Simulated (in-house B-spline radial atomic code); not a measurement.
Configurations of the arsenic ion As³⁺, with energies counted from [Ar] 3d10 4s2. Level of theory: non-relativistic CAM-B3LYP, spin-polarised, spherical fractional occupations, exact exchange averaged over the configuration, point nucleus; calculated with a radial B-spline atomic code at the basis-set limit. Shells without spins written out take the highest spin.

Occupations are held fixed; configurations that lie above the ionisation limit could autoionise.

```
            configuration  E - E(ref) (eV)  highest orbital  its <r> (bohr)
        [Ar] 3d10 4s1 4d1           25.379            4d up           2.735
         [Ar] 3d9 4s2 5p1           69.205            5p up           4.092
         [Ar] 3d9 4s2 4f1           74.161            4f up           4.067
[Ne] 3s2 3p5 3d10 4s2 4p1           139.74            4p up           1.919
[Ne] 3s2 3p5 3d10 4s2 5s1           158.67            5s up           3.636
[Ne] 3s2 3p5 3d10 4s2 4f1           167.39            4f up           4.066
```

Task: Order these further configurations by energy, lowest first.
A. [Ar] 3d10 4s1 5s1
B. [Ar] 3d10 4s1 5p1
C. [Ne] 3s2 3p5 3d10 4s2 5p1
D. [Ne] 3s2 3p5 3d10 4s2 4d1
E. [Ar] 3d9 4s2 5d1

Result: A (27.069 eV), B (30.673 eV), E (74.732 eV), D (156.61 eV), C (162.42 eV).

Task: How far above the reference does [Ar] 3d10 4s1 4p1 lie?

Result: 9.4679 eV; its least bound orbital is 4p up with <r> = 1.994 bohr.
